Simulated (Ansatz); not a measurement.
`[SnH3]/[CH]=[C]1\[CH2][AlH]1` + `NCF` → `FC[NH][SnH3]` + `C=[C]1[CH2][AlH]1`  (ligand exchange at the Sn–C bond)

Program: Ansatz. Geometries: PBE0-D4/def2-TZVP. ΔE: electronic, gas phase. CBS: MP2 limit from def2 TZ/QZ plus the TZ coupled-cluster correction, frozen cores. DFT in def2-TZVPP. Elements past krypton have def2 core potentials. For Sn outer-core shells are correlated without core-valence functions, which leaves a few kJ/mol of doubt a bond. One conformer a species, not always the lowest.

Question: Is it downhill or uphill in electronic energy at CCSD(T)/CBS, and by how much? (Estimate.)

Answer: Ansatz gave: Nearly level: ΔE = +0.1 kJ/mol.

Question: What do these levels give: r2SCAN-D4, PBE, r2SCAN, HF/def2-QZVPP, MP2/def2-QZVPP, SCS-MP2/def2-QZVPP? (An estimate is asked.)

Answer: The calculation gave: r2SCAN-D4 -0.1, PBE 1.3, r2SCAN -0.8, HF/def2-QZVPP -10.0, MP2/def2-QZVPP 3.6, SCS-MP2/def2-QZVPP -1.0 kJ/mol.

Largest T1 diagnostic among the species: 0.014.

In def2-TZVPP, CCSD(T) changes the Hartree–Fock value by +10.4 kJ/mol (the triples alone add +1.9 kJ/mol) and MP2 by +13.7 kJ/mol. The D4 term adds +3.4 kJ/mol with B3LYP and +2.0 kJ/mol with PBE0; it sums over pairs of atoms, weighted by their polarisabilities, and B3LYP, whose exchange is more repulsive, gets the larger term.

B3LYP here is the variant with VWN-RPA as its local correlation; programs differ in this.
